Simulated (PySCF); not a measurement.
Some computed properties have been withheld. Give your best values.

Compound: C7H8O2.
SMILES: `C=C1CC/C1=C\OC=O`

Conformer (atom-mapped SMILES and torsion angles): `[CH2:1]=[C:2]1[CH2:3][CH2:4]/[C:5]1=[CH:6]\[O:7][CH:8]=[O:9]`: C5–C6–O7–C8 180°, C6–O7–C8–O9 0°.

```tsv
property	level	value
point group of the GFN2-xTB geometry	GFN2-xTB	Cs
rotational constants A, B, C of the GFN2-xTB geometry	GFN2-xTB	?
dipole moment	PBE0/def2-SVPD	2.53 D
HOMO energy	PBE0/def2-SVPD	-6.58 eV
LUMO energy	PBE0/def2-SVPD	?
lowest singlet excitation	TDDFT PBE0/def2-SVPD	4.77 eV (260 nm, f = 0.470)
lowest triplet excitation (Tamm–Dancoff)	TDA PBE0/def2-SVPD	?
static isotropic polarisability	PBE0/def2-SVPD	96.6 au
electronic spatial extent ⟨r²⟩ about the centre of nuclear charge	PBE0/def2-SVPD	1541 bohr²
13C chemical shifts (computed TMS as zero) by class	GIAO PBE0/pcSseg-1	161.4 (1 C), 152.2 (1 C), 134.0 (1 C), 132.8 (1 C), 112.6 (1 C), 29.0 (1 C), 24.6 (1 C) ppm
1H chemical shifts (computed TMS as zero) by class	GIAO PBE0/pcSseg-1	8.35 (1 H), 8.11 (1 H), 5.72 (1 H), 5.26 (1 H), 2.77 (2 H), 2.72 (2 H) ppm
isotropic shieldings of nuclei other than C and H, by class	GIAO PBE0/pcSseg-1	?
```

Electronic properties: PySCF, gas phase, density fitting.

(1) The rotational constants A, B, C of the GFN2-xTB geometry?

(2) Give the lowest triplet excitation (Tamm–Dancoff).

(3) Give the isotropic shieldings of nuclei other than C and H, by class.

(4) What is the LUMO energy?

Answers

(1) 3.962, 0.852, 0.707 GHz.

(2) 2.77 eV.

(3) -106 (1 O), 86 (1 O) ppm.

(4) -1.43 eV.

With B = h/(8π²I), that is 505.379 GHz u Å² over I, the principal moments of inertia are 127.6, 593.4 and 714.7 u Å² (most abundant isotopes). The principal polarisabilities are 57.7, 95.4 and 136.8 au; their mean is the isotropic value. The rotational constants make it an asymmetric top with κ = (2B − A − C)/(A − C) = -0.91, nearer the prolate limit (−1).

One conformer stands for the species.
